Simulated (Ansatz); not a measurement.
# What each rung costs, and what it gives

The pair of Cl⁻ (SMILES [Cl-], atom 1) and SiNH₅ (SMILES [SiH3]N, atoms 2–8), both closed shells, in one local arrangement (a lower one may exist), relaxed at PBE0-D4/def2-TZVPD:

| atom | x (Å) | y (Å) | z (Å) |
| --- | --- | --- | --- |
| Cl1 | 0.0714 | -0.8386 | -3.1702 |
| Si2 | 0.3979 | 0.0597 | 0.9195 |
| N3 | -0.8346 | 0.0433 | -0.2527 |
| H4 | 0.9204 | -1.3167 | 1.1477 |
| H5 | 1.6029 | 0.9241 | 0.6804 |
| H6 | -0.1720 | 0.5512 | 2.2170 |
| H7 | -1.4044 | 0.8717 | -0.3382 |
| H8 | -0.5816 | -0.2947 | -1.2035 |

Interaction energies are counterpoise-corrected; the time is that of the whole pair.

Computed with Ansatz 0.2.0 (basis: as named in each row); correlated methods freeze the cores. B3LYP uses VWN-RPA correlation. Extrapolation: Hartree–Fock as exp(−7.88 √X), correlation as X^−2.97.

Times are rough, for one single point on 4 threads of a shared host (Arm Neoverse V1).

The estimate by CCSD(T) at an estimated basis limit (MP2 extrapolated from triple and quadruple zeta, plus CCSD(T) − MP2 in triple zeta) is -0.641 eV.

```json
{"method": "HF", "basis": "STO-3G", "time (s)": "under 1", "interaction energy (eV)": "-0.374", "method less estimate": "0.267"}
{"method": "PBE-D4", "basis": "STO-3G", "time (s)": "under 1", "interaction energy (eV)": "-0.798", "method less estimate": "-0.158"}
{"method": "SPW92", "basis": "def2-SVP", "time (s)": "under 1", "interaction energy (eV)": "-1.002", "method less estimate": "-0.362"}
{"method": "B3LYP-D4", "basis": "6-31G", "time (s)": "under 1", "interaction energy (eV)": "-0.704", "method less estimate": "-0.063"}
{"method": "PBE-D4", "basis": "def2-SVP", "time (s)": "under 1", "interaction energy (eV)": "-0.889", "method less estimate": "-0.248"}
{"method": "PBE0-D4", "basis": "def2-SVP", "time (s)": "under 1", "interaction energy (eV)": "-0.838", "method less estimate": "-0.198"}
{"method": "CCSD(T)", "basis": "def2-SVP", "time (s)": "1", "interaction energy (eV)": "-0.655", "method less estimate": "-0.014"}
{"method": "revPBE-D4", "basis": "def2-TZVPPD", "time (s)": "2", "interaction energy (eV)": "-0.715", "method less estimate": "-0.075"}
{"method": "PBE-D4", "basis": "def2-TZVPPD", "time (s)": "2", "interaction energy (eV)": "-0.712", "method less estimate": "-0.071"}
{"method": "BLYP-D4", "basis": "def2-TZVPPD", "time (s)": "2", "interaction energy (eV)": "-0.682", "method less estimate": "-0.042"}
{"method": "PBE0-D4", "basis": "def2-TZVPPD", "time (s)": "2", "interaction energy (eV)": "-0.685", "method less estimate": "-0.044"}
{"method": "HSE06-D4", "basis": "def2-TZVPPD", "time (s)": "2", "interaction energy (eV)": "-0.685", "method less estimate": "-0.045"}
{"method": "B3LYP-D4", "basis": "def2-TZVPPD", "time (s)": "2", "interaction energy (eV)": "-0.669", "method less estimate": "-0.028"}
{"method": "wB97M-V", "basis": "def2-SVP", "time (s)": "3", "interaction energy (eV)": "-0.777", "method less estimate": "-0.136"}
{"method": "r2SCAN-D4", "basis": "def2-TZVPPD", "time (s)": "4", "interaction energy (eV)": "-0.679", "method less estimate": "-0.038"}
{"method": "B2PLYP", "basis": "def2-TZVPPD", "time (s)": "4", "interaction energy (eV)": "-0.594", "method less estimate": "0.047"}
{"method": "wB97X-V", "basis": "def2-TZVPPD", "time (s)": "6", "interaction energy (eV)": "-0.626", "method less estimate": "0.015"}
{"method": "B97M-V", "basis": "def2-TZVPPD", "time (s)": "6", "interaction energy (eV)": "-0.662", "method less estimate": "-0.021"}
{"method": "wB97M-V", "basis": "def2-TZVPPD", "time (s)": "8", "interaction energy (eV)": "-0.632", "method less estimate": "0.009"}
{"method": "MP2", "basis": "def2-QZVPPD", "time (s)": "12", "interaction energy (eV)": "-0.642", "method less estimate": "-0.001"}
{"method": "CCSD(T)", "basis": "def2-TZVPPD", "time (s)": "54", "interaction energy (eV)": "-0.606", "method less estimate": "0.035"}
```

No T1 diagnostic of these runs exceeds 0.011.
